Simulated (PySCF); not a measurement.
## UHF on Zn (zinc, neutral)

Configuration: [Ar] 3d10 4s2, closed-shell 1S. All numbers are calculated (PySCF 2.14, the non-relativistic Hamiltonian (point nucleus), in pcseg-2 (6s4p3d2f1g, 56 functions)).

```json
{"Total energy": "-1777.815950 hartree", "One-electron energy": "-2484.9505 hartree", "Hartree (Coulomb) energy": "776.7686 hartree", "Exchange energy": "-69.6341 hartree", "Kinetic energy": "1780.30734 hartree", "⟨S²⟩": "0.0000", "⟨L²⟩": "0.000", "Sum of ⟨r⟩": "21.99 bohr", "Sum of ⟨r²⟩": "34.77 bohr²", "Density at the nucleus (Gaussians lack the cusp)": "18200 bohr⁻³", "Langevin diamagnetic susceptibility": "-27.5 ×10⁻⁶ cm³/mol", "Time after the integrals": "0.27 s of wall time on 1 thread of Neoverse-N1 (shared host)"}
```

```tsv
shell	electrons	mean orbital energy (eV)	rms radius, mean of both spins (bohr)
1s	2	-9611.0	0.0592
2s	2	-1205.1	0.249
2p	6	-1057.2	0.221
3s	2	-153.17	0.743
3p	6	-104.27	0.783
3d	10	-21.164	1.01
4s	2	-7.964	3.12
```
